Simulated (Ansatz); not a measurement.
`C=C(C)[SiH2][AlH2]` + `O[SiH2]O` → `O[SiH2][O][AlH2]` + `C=C(C)[SiH3]`  (cleavage of the Al–Si bond)

Computed with Ansatz on PBE0-D4/def2-TZVP structures; ΔE is electronic, products minus reactants. CBS: MP2 limit from def2 TZ/QZ plus the TZ coupled-cluster correction, frozen cores. Each species was taken in one conformer, which may not be the lowest.

```json
{"species": "`C=C(C)[SiH2][AlH2]`", "CCSD(T)/CBS(def2) energy (Eh)": "-650.62426"}
{"species": "`O[SiH2]O`", "CCSD(T)/CBS(def2) energy (Eh)": "-441.92975"}
{"species": "`O[SiH2][O][AlH2]`", "CCSD(T)/CBS(def2) energy (Eh)": "-684.59104"}
{"species": "`C=C(C)[SiH3]`", "CCSD(T)/CBS(def2) energy (Eh)": "-408.02495"}
```

(1) Work out ΔE.

Largest T1 diagnostic among the species: 0.012.

Results:

(1) ΔE = (-684.59104) + (-408.02495) − (-650.62426) − (-441.92975) = -0.06198 Eh = -162.7 kJ/mol.

From BLYP to BHLYP (50 % exact exchange), in def2-TZVPP and without D4, ΔE moves by −13.6 kJ/mol. At CCSD(T), def2-SVP lies −6.0 kJ/mol from the extrapolated value and def2-TZVPP −0.3 kJ/mol.
